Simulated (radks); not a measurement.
Values are calculated unless marked as measured or tabulated.
Task: Valence configurations of the tin ion Sn2+ (all share [Kr]). Code: a radial shooting solver on a logarithmic mesh with Libxc functionals. Model: scalar-relativistic Kohn-Sham, LDA (Slater exchange, Perdew-Wang correlation), spin-polarised, spherical densities, point nucleus; open shells are filled with parallel spins first (spin-orbit coupling, left out, can overturn this in heavy ions). Order these by energy: 4d9 5s1.5 5p1.5; 4d8 5s2 5p2; 4d8 5s1.5 5p2.5; 4d10 5s1 5p1; 4d8 5p4; 4d9 5s2 5p1; 4d9 5p3; 4d10 5s2; 4d9 5s1 5p2; 4d9.5 5s2 5p0.5.

Result: From the lowest, in eV above it: 4d10 5s2 0.000; 4d10 5s1 5p1 7.627; 4d9.5 5s2 5p0.5 13.051; 4d9 5s2 5p1 26.968; 4d9 5s1.5 5p1.5 30.845; 4d9 5s1 5p2 34.341; 4d9 5p3 43.641; 4d8 5s2 5p2 57.473; 4d8 5s1.5 5p2.5 61.234; 4d8 5p4 77.114. NIST lists [Kr] 4d10 5s2 as the ground configuration; this level of theory agrees among the configurations tried. The energies are those of spherical high-spin densities, not of single terms.
